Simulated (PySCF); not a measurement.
Compound: C5H3O2S (charge -1).
SMILES: `c1csc(C(=O)[O-])c1`

Torsions of this conformer, `[O:1]=[C:2]([O-:3])[c:4]1[cH:5][cH:6][cH:7][s:8]1`: O1–C2–C4–C5 0°.

The closed-shell ground state was solved at several levels (PySCF, density fitting, gas phase, non-relativistic). Isolated species at its PBE0-D3(BJ)/def2-SVP geometry, gas phase. The geometry's basis has no diffuse functions, a weakness for an anion. No diffuse functions stand in pcSseg-1 and pcSseg-2, which bears on an anion's orbital energies.

| level | basis functions | total energy (Eh) | HOMO (eV) | LUMO (eV) | gap (eV) |
| --- | --- | --- | --- | --- | --- |
| wB97X-D/def2-SVPD | 197 | -740.5646 | -4.10 | 4.74 | 8.84 |
| CAM-B3LYP/pcSseg-2 | 337 | -741.0564 | -3.52 | 4.11 | 7.63 |

Task: What might PBE0/pcSseg-1 (158 basis functions) give for the same quantities?

Result: Total energy -740.4628 Eh, HOMO -1.75 eV, LUMO 3.28 eV, gap 5.03 eV.

Task: Over all these levels, which gives the widest orbital gap and which the narrowest?

Result: wB97X-D/def2-SVPD (range-separated hybrid) has the widest, 8.84 eV, and PBE0/pcSseg-1 (global hybrid, 25 % exact exchange) the narrowest, 5.03 eV. Functional and basis both differ between the two, so the spread mixes both effects.

wB97X-D is run here without its empirical dispersion term; that term would change no orbital, density or response property at a fixed geometry.
